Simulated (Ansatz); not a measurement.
H$_{4}$HfO$_{2}$Se$_{2}$ (`[OH][Hf]([OH])([SeH])[SeH]`) at its PBE0-D4/def2-TZVP geometry, where that method's forces vanish. Charge 0, multiplicity 1. Hf takes the def2 core potential.

```xyz
9

O    -0.1164   -1.0510    1.7001
Hf   -0.0265    0.0673    0.1668
O    -0.2306    1.9292    0.4847
Se    2.3012   -0.4650   -0.8489
Se   -1.9257   -0.4840   -1.5130
H    -0.2954   -1.4583    2.5420
H    -0.2411    2.8144    0.8355
H     2.0632    0.5487   -1.8898
H    -1.5287   -1.9014   -1.4775
```

(1) What forces (eV/Å) does r2SCAN-D4/def2-TZVPP give on these atoms in the Gaussian-basis code of Ansatz? (Best estimate.)

Answers

(1) Computed: 
```
O1   0.009 -0.071  0.078
Hf2  0.018 -0.046 -0.110
O3  -0.022  0.104  0.003
Se4  0.059  0.002 -0.028
Se5 -0.050 -0.027 -0.035
H6  -0.012 -0.015  0.044
H7   0.002  0.042  0.023
H8  -0.001 -0.014  0.019
H9  -0.002  0.024  0.005
```
